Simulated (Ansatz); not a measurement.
# Stretch profile

CH$_{4}$SeSi (SMILES C[SiH]=[Se]), closed shell, at its PBE0-D4/def2-TZVP minimum:

C1  (-0.724, 0.446, -0.241)
Si2  (0.827, -0.449, 0.238)
Se3  (0.981, -2.196, 1.349)
H4  (-0.695, 1.469, 0.146)
H5  (-1.609, -0.062, 0.142)
H6  (-0.789, 0.515, -1.332)
H7  (2.009, 0.277, -0.302)
(Å)

The bond length C1–H5 (1.090 Å at the minimum) is set to the values below, with the rest relaxed at PBE0-D4/def2-TZVP at each step. Each method's energies count from its own value at the PBE0-D4 minimum structure. Program: Ansatz 0.2.0. Basis: def2-TZVPP. Cores are frozen in the correlated methods. Filled d shells of the heavier atoms are correlated. The def2 sets are not built for correlating such inner shells, so the correlated values are less sure here. B3LYP uses VWN-RPA correlation.

| bond length (Å) | CCSD(T) (kJ/mol) | r2SCAN-D4 (kJ/mol) | PBE-D4 (kJ/mol) | B3LYP-D4 (kJ/mol) |
| --- | --- | --- | --- | --- |
| 0.937 | 50.9 | 50.4 | 53.8 | 49.5 |
| 0.969 | 29.6 | 29.3 | 32.0 | 28.7 |
| 1.016 | 10.0 | 9.8 | 11.5 | 9.5 |
| 1.071 | 0.5 | 0.5 | 0.9 | 0.5 |
| 1.132 | 2.7 | 2.8 | 1.8 | 2.8 |
| 1.197 | 15.2 | 15.3 | 12.9 | 15.4 |
| 1.267 | 36.5 | 36.7 | 32.7 | 36.7 |
| 1.340 | 64.0 | 64.3 | 58.6 | 63.8 |
| 1.417 | 96.1 | 96.6 | 88.7 | 95.0 |

Minimum and curvature along this coordinate at CCSD(T): A fifth-order fit through the nearest points gives 1.089 Å, with a curvature of about 33 eV/Å².

Largest difference from the CCSD(T) curve over the scan: PBE0-D4 1.6; wB97M-V 3.3; HF 14.7; MP2 5.7 kJ/mol. Each curve counts from its own value at the minimum.

No T1 diagnostic of these runs exceeds 0.014.

For scale, one of the runs: CCSD(T)/def2-TZVPP, 177 basis functions, launched by `ansatz run in.yaml --threads 2 --pin off --events-out ev --progress --plain --max-ram 4352MiB`. The run took 41 s on 2 CPU threads of an Arm Neoverse V2 (shared host), with 1.6 GiB of host memory at its peak.
